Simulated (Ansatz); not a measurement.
Ansatz (a program for electronic structure) input (PBE0/def2-TZVP):

Ansatz 0.2 input:
```yaml
crystal:
  periodic: [false, false, false]
  atoms:
    - {symbol: V, position_ang: [0.02640047, -0.05177735, -0.15770495]}
    - {symbol: O, position_ang: [-1.26537268, -0.95426977, -0.00144501]}
    - {symbol: O, position_ang: [-0.35790681, 1.41124491, -0.62617204]}
    - {symbol: F, position_ang: [1.37544724, -0.27388024, 0.96090559]}
basis:
  gaussian:
    orbitals: def2-TZVP
hamiltonian:
  xc: {name: PBE0}
```

End of the output:

```
integrals: 0.06 GiB planned
965 factors; their error is unknown
mean field: 0.51 GiB planned
mean field evaluation 1: about -32471.8761 eV, gradient 1.1e2 eV
mean field evaluation 2: about -31939.5332 eV, gradient 5.8e2 eV
mean field evaluation 4: about -32486.5672 eV, gradient 5.8e1 eV
mean field evaluation 8: about -32491.0507 eV, gradient 1.2e-1 eV
mean field evaluation 16: about -32491.1452 eV, gradient 4.2e-4 eV
mean field -32491.14520086 eV, -1194.0275628422 hartree, gradient 8.8e-5 eV, S^2 0.000000; 0 other end points of the search recorded, 0 dependent functions left out
reference -32491.14523269 eV, -1194.0275640121 hartree; 24, 24 occupied and 114, 114 virtual orbitals, 965 factors
Total energy: -32491.14523269 eV, -1194.0275640121 hartree
```
